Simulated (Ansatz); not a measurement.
Spectroscopic constants of GeO, closed-shell singlet (the spin of the measured ground state). No spin–orbit coupling. Ge is treated without relativity.

D_e counts from the fitted minimum to each atom's lowest state at the same level, without counterpoise. The singlet is restricted.

Programs: Ansatz (an electronic-structure program). 

**Question.** One of these levels gives 573.4 kJ/mol for the bond energy D_e. Which?
A) SVWN5/def2-TZVPP
B) BHLYP/def2-TZVPP
C) r2SCAN/def2-TZVPP

**Answer.** B, BHLYP/def2-TZVPP. The others give 820.2 (SVWN5/def2-TZVPP), 665.8 (r2SCAN/def2-TZVPP)
